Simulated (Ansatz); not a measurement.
The same path of ClH2InO2 + H2 (8 atoms, charge 0, multiplicity 1) was run 3 times with different band settings. Lost on the way: H7–H8. Made: In1–H7, O2–H8.

Level of theory: Ansatz 0.2.0, RKS PBE/def2-SVP.

Relaxed end points:

```xyz
8
Properties=species:S:1:pos:R:3
In -0.150 -0.355 -0.046
O 0.012 -0.444 1.969
H -0.888 -0.393 2.351
O 1.468 -0.477 -1.231
H 2.252 -0.608 -0.659
Cl -2.272 -0.144 -1.050
H 0.244 2.634 1.091
H 0.222 2.002 1.535
```

```xyz
8
Properties=species:S:1:pos:R:3
In 0.294 0.866 -0.207
O -0.033 0.087 2.045
H -0.887 -0.326 1.754
O 1.836 -0.247 -0.876
H 1.526 -1.161 -1.030
Cl -1.816 -0.366 -0.366
H 0.261 2.575 -0.033
H -0.293 0.789 2.674
```

Common settings: optimiser quadratic models (default); start path through a guess of the saddle point; force threshold 0.05 eV/Å; iteration limit 60; end points relaxed.

| run | movable images | climbing image | spring |
| --- | --- | --- | --- |
| 1 | 7 | yes | 5.0 eV/Å² |
| 2 | 7 | yes | 2.0 to 10.0 eV/Å², energy-weighted |
| 3 | 8 | no | 5.0 eV/Å² |

**Question.** What does each run give, and how far can it be trusted?

**Answer.** Run 1: converged after 12 iterations, highest image 0.554 eV above the first end. Beside the main top the profile has a ripple of under 15 meV (maxima at images 1, 4), which may be a very shallow well or noise. A vibrational analysis at the climbing image gives one clearly imaginary mode, 1011i cm⁻¹: a first-order saddle point.
Run 2: converged after 19 iterations, highest image 0.553 eV above the first end. Beside the main top the profile has a ripple of under 15 meV (maxima at images 1, 5), which may be a very shallow well or noise. Another band between the same ends (7 images) ends at a top of the same energy, where a vibrational analysis finds 1 clearly imaginary mode.
Run 3: converged after 20 iterations, highest image 0.306 eV above the first end. The profile has 2 maxima (images 2, 5) with wells between them (image 3): this band takes more than one step, which may be the mechanism or a detour left from its start path. No image climbed, so the highest image needn't sit at the top of the path.
The orbitals stay closed-shell, which can raise the energy where a bond breaks towards radicals; this wasn't checked here.
